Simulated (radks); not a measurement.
The arsenic anion As3-, [Kr], held by a Watson sphere: a shell of charge +3 at radius R that stands for the Madelung well of a crystal (potential energy -3/R inside, -3/r outside, in hartree with lengths in bohr). Method: scalar-relativistic Kohn-Sham, LDA (Slater exchange, Perdew-Wang correlation), spin-unpolarised, spherical densities, point nucleus; computed with a radial shooting solver on a logarithmic mesh with Libxc functionals. Response by self-consistent Sternheimer equations with the Hartree and adiabatic LDA kernel, the relativistic mass of each level held fixed and spin-orbit coupling left out. The sphere does not respond.

R (bohr),e(3d) (eV),e(4s) (eV),e(4p) (eV),<r> 4p (bohr),sum of <r^2> (bohr^2),X-ray form factor at sin(theta)/lambda = 0.1 1/angstrom,alpha (bohr^3)
2.12,-40.140,-17.296,-7.923,2.386,58.04,32.434,33.07
2.17,-39.931,-17.098,-7.828,2.406,58.81,32.398,34.18
2.7,-38.581,-15.249,-6.780,2.624,67.49,32.027,49.35
3.3,-37.895,-13.686,-5.660,2.867,77.97,31.651,75.80
3.88,-37.484,-12.619,-4.742,3.094,88.68,31.342,114.1
4,-37.414,-12.442,-4.575,3.140,90.98,31.285,124.0
4.84,-37.016,-11.519,-3.599,3.453,108.0,30.953,217.0
4.92,-36.986,-11.454,-3.522,3.482,109.7,30.928,228.4
